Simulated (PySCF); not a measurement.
C₂H₃ClFIn (SMILES C=[CH][In]([F])[Cl]), singlet, at a GFN2-xTB geometry (such geometries of metal compounds can be far from the true shape) (all electrons, no relativity), with bond 6-4 at 1.8 times its length; CASSCF(8,9)/STO-3G (PySCF).

Here is a job for PySCF.
```python
from pyscf import gto, scf, mcscf
import numpy

mol = gto.Mole()
mol.atom = '''
    In   -0.07179626   -0.13690190    0.13177180
    F    -0.74860769   -1.38757929    1.52082593
    Cl    0.65714310    1.86121984    1.03391519
    C    -0.25233904   -1.11237098   -1.86172087
    C     0.11880281   -0.52109555   -2.97170162
    H    -1.00844490   -2.89809151   -1.74089835
    H     0.02164986   -1.01539432   -3.93166503
    H     0.53601882    0.47630089   -2.99401287
'''
mol.basis = 'sto-3g'
mol.verbose = 4
mol.build()

mf = scf.RHF(mol)
mf.kernel()
mc = mcscf.CASSCF(mf, 9, 8)
mc.fix_spin_(ss=0.0)
mc.kernel()
occ = numpy.linalg.eigvalsh(mc.fcisolver.make_rdm1(mc.ci, mc.ncas, mc.nelecas))[::-1]
ss = mc.fcisolver.spin_square(mc.ci, mc.ncas, mc.nelecas)[0]
print('natural occupations', occ.round(4), ' <S^2>', round(ss, 4))
```

Question: Predict the main parts of the log of this PySCF run.

Answer: 
```
PySCF version 2.14.0

[INPUT] verbose = 4
[INPUT] num. atoms = 8
[INPUT] num. electrons = 90
[INPUT] charge = 0
[INPUT] spin (= nelec alpha-beta = 2S) = 0
[INPUT] symmetry False subgroup None
[INPUT] Mole.unit = angstrom
[INPUT] Symbol           X                Y                Z      unit          X                Y                Z       unit  Magmom
[...]
nuclear repulsion = 545.870729272149
number of shells = 28
number of NR pGTOs = 162
number of NR cGTOs = 54
basis = sto-3g
ecp = {}

******** <class 'pyscf.scf.hf.RHF'> ********
method = RHF
initial guess = minao
damping factor = 0
level_shift factor = 0
DIIS = <class 'pyscf.scf.diis.CDIIS'>
diis_start_cycle = 1
diis_space = 8
diis_damp = 0
SCF conv_tol = 1e-09
SCF conv_tol_grad = None
SCF max_cycles = 50
direct_scf = True
direct_scf_tol = 1e-13
Set gradient conv threshold to 3.16228e-05
Initial guess from minao.
init E= -6295.97962130138
[...]
cycle= 1 E= -6311.61889922837  delta_E= -15.6  |g|= 0.583  |ddm|= 3.46
[...]
cycle= 2 E= -6311.86588928093  delta_E= -0.247  |g|= 0.185  |ddm|=  1.8
[...]
cycle= 3 E= -6311.88297394409  delta_E= -0.0171  |g|= 0.0609  |ddm|= 0.394
[...]
cycle= 4 E= -6311.88582755366  delta_E= -0.00285  |g|= 0.0262  |ddm|= 0.162
[...]
cycle= 5 E= -6311.88628090274  delta_E= -0.000453  |g|= 0.00995  |ddm|= 0.067
[...]
cycle= 6 E= -6311.88637456763  delta_E= -9.37e-05  |g|= 0.00372  |ddm|= 0.0295
[...]
cycle= 7 E= -6311.88638955489  delta_E= -1.5e-05  |g|= 0.000474  |ddm|= 0.015
[...]
cycle= 8 E= -6311.88638983456  delta_E= -2.8e-07  |g|= 8.65e-05  |ddm|= 0.00198
[...]
cycle= 9 E= -6311.88638984412  delta_E= -9.56e-09  |g|= 2.26e-05  |ddm|= 0.000353
[...]
cycle= 10 E= -6311.88638984482  delta_E= -7e-10  |g|= 5.63e-06  |ddm|= 0.000101
[...]
Extra cycle  E= -6311.88638984487  delta_E= -4.46e-11  |g|= 2.79e-06  |ddm|= 1.4e-05
converged SCF energy = -6311.88638984487

******** <class 'pyscf.mcscf.mc1step.CASSCF'> ********
CAS (4e+4e, 9o), ncore = 41, nvir = 4
max_cycle_macro = 50
max_cycle_micro = 4
conv_tol = 1e-07
conv_tol_grad = None
orbital rotation max_stepsize = 0.02
orbital rotation threshold for CI restart = 0.01
augmented hessian ah_max_cycle = 30
augmented hessian ah_conv_tol = 1e-12
augmented hessian ah_linear dependence = 1e-14
augmented hessian ah_level shift = 1e-08
augmented hessian ah_start_tol = 2.5
augmented hessian ah_start_cycle = 3
augmented hessian ah_grad_trust_region = 3
kf_trust_region = 3
kf_interval = 4
ci_response_space = 4
ci_grad_trust_region = 3
[...]
CASCI E = -6311.98736139575  S^2 = 0.0000000
[...]
               |grad[o]|=0.0095  |grad[c]|=0.0271  |ddm|=0.0401  |maxRot[o]|=0.164
macro iter   6 ( 21 JK    4 micro), CASSCF E = -6312.04694530124  dE = -3.56548311e-04  S^2 = 0.0000000
               |grad[o]|=0.00641  |grad[c]|=0.00858  |ddm|=0.00931  |maxRot[o]|=0.115
macro iter   7 ( 20 JK    4 micro), CASSCF E = -6312.04722989631  dE = -2.84595068e-04  S^2 = 0.0000000
               |grad[o]|=0.00495  |grad[c]|=0.0104  |ddm|=0.0156  |maxRot[o]|=0.119
macro iter   8 ( 20 JK    4 micro), CASSCF E = -6312.04748578238  dE = -2.55886075e-04  S^2 = 0.0000000
               |grad[o]|=0.00449  |grad[c]|=0.0103  |ddm|=0.0122  |maxRot[o]|=0.0952
macro iter   9 ( 20 JK    4 micro), CASSCF E = -6312.04764301897  dE = -1.57236589e-04  S^2 = 0.0000000
               |grad[o]|=0.00337  |grad[c]|=0.00376  |ddm|=0.00394  |maxRot[o]|=0.0476
macro iter  10 ( 16 JK    4 micro), CASSCF E = -6312.04768761181  dE = -4.45928335e-05  S^2 = 0.0000000
               |grad[o]|=0.00249  |grad[c]|=0.00195  |ddm|=0.00124  |maxRot[o]|=0.0222
macro iter  11 ( 15 JK    4 micro), CASSCF E = -6312.04776712824  dE = -7.95164315e-05  S^2 = 0.0000000
               |grad[o]|=0.0022  |grad[c]|=0.00156  |ddm|=0.000925  |maxRot[o]|=0.0208
macro iter  12 ( 15 JK    3 micro), CASSCF E = -6312.04784981341  dE = -8.26851738e-05  S^2 = 0.0000000
               |grad[o]|=0.00165  |grad[c]|=0.000644  |ddm|=0.000501  |maxRot[o]|=0.0408
macro iter  13 (  7 JK    2 micro), CASSCF E = -6312.04785859029  dE = -8.77687307e-06  S^2 = 0.0000000
               |grad[o]|=0.00053  |grad[c]|=0.000118  |ddm|=0.000104  |maxRot[o]|=0.0148
macro iter  14 (  4 JK    1 micro), CASSCF E = -6312.04785891618  dE = -3.25896508e-07  S^2 = 0.0000000
               |grad[o]|=0.000118  |grad[c]|=4.74e-05  |ddm|=2.68e-05  |maxRot[o]|=0.00327
macro iter  15 (  1 JK    1 micro), CASSCF E = -6312.04785891620  dE = -1.45519152e-11  S^2 = 0.0000000
               |grad[o]|=1.87e-05  |grad[c]|=7.67e-06  |ddm|=    0  |maxRot[o]|=    0
1-step CASSCF converged in  15 macro (244 JK  51 micro) steps
CASSCF canonicalization
Density matrix diagonal elements [1.96757016 1.93258128 1.8855376  1.74082087 0.18790324 0.04699499
 0.09684961 0.09915149 0.04259076]
CASSCF energy = -6312.04785891620
CASCI E = -6312.04785891620  E(CI) = -12.0416360921072  S^2 = 0.0000000
natural occupations [1.9745e+00 1.9447e+00 1.8856e+00 1.7295e+00 2.6950e-01 1.1460e-01
 5.5800e-02 2.4500e-02 1.3000e-03]  <S^2> 0.0
```
